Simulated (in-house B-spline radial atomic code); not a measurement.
Results of a calculation; reference values are marked as such.
# Weak and strong correlation along the adiabatic connection

Two-electron singlets in several external potentials (atomic units), by full CI in B-splines with partial waves to l = 8 (correlation energies up to 0.6 % small). The repulsion is scaled by λ at fixed density; W(λ) is the mean repulsion less the Hartree energy, W(0) = E_x, and the area under W from 0 to 1 is E_xc.

One system gave this curve:

```tsv
λ	W (hartree)
0	-0.33824
0.02	-0.34013
0.05	-0.34288
0.12	-0.34886
0.25	-0.3586
0.4	-0.36803
0.6	-0.37829
0.8	-0.38657
1	-0.39339
1.4	-0.40397
2	-0.41502
3	-0.42674
4.5	-0.43713
7	-0.4468
10	-0.45339
```

Question: Which system is it?
A. ω²r²/2 − Z/r, ω = 0.69, Z = 3
B. −Z/r, Z = 16
C. ω²r²/2 − Z/r, ω = 0.38, Z = 2
D. ω²r²/2 − Z/r, ω = 0.183, Z = 0.3

Answer: D. The exchange energy sets the size: ω²r²/2 − Z/r, ω = 0.183, Z = 0.3: E_x = -0.338, E_c = -0.0327; −Z/r, Z = 16: E_x = -9.78, E_c = -0.0458; ω²r²/2 − Z/r, ω = 0.69, Z = 3: E_x = -1.71, E_c = -0.0431; ω²r²/2 − Z/r, ω = 0.38, Z = 2: E_x = -1.09, E_c = -0.0414 hartree.
